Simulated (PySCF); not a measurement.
**Rubidium: a sound run and one with changed settings**

Sound run: Rb [Kr] 5s1, Rb⁺ [Kr]. All numbers are calculated (PySCF 2.14, scalar relativity by spin-free X2C-1e, in cc-pVDZ-X2C). The sound run starts from symmetry-adapted Hartree-Fock orbitals and uses a fine grid where one is needed.

Changed run: initial guess 1e, at most 50 SCF cycles.

| species | method | sound run (hartree) | changed run (hartree) | converged |
| --- | --- | --- | --- | --- |
| Rb | UHF | -2979.14283 | -2979.06198 | yes |
| Rb | B3LYP | -2981.04846 | -2981.04846 | yes |
| Rb | M06-L | -2980.88017 | -2980.88017 | yes |
| Rb⁺ | UHF | -2979.00309 | -2979.00309 | yes |
| Rb⁺ | B3LYP | -2980.89009 | -2980.89009 | yes |
| Rb⁺ | M06-L | -2980.75067 | -2980.75067 | yes |

Ionisation energy of Rb:

```json
{"method": "B3LYP", "sound run (eV)": "4.310", "changed run (eV)": "4.310"}
{"method": "M06-L", "sound run (eV)": "3.524", "changed run (eV)": "3.524"}
```

The plain start fixes occupations by D2h representation alone, and Rb at UHF landed in another state (other ⟨L²⟩ or ⟨S²⟩). 

For comparison, NIST gives 4.177 eV between the lowest levels.
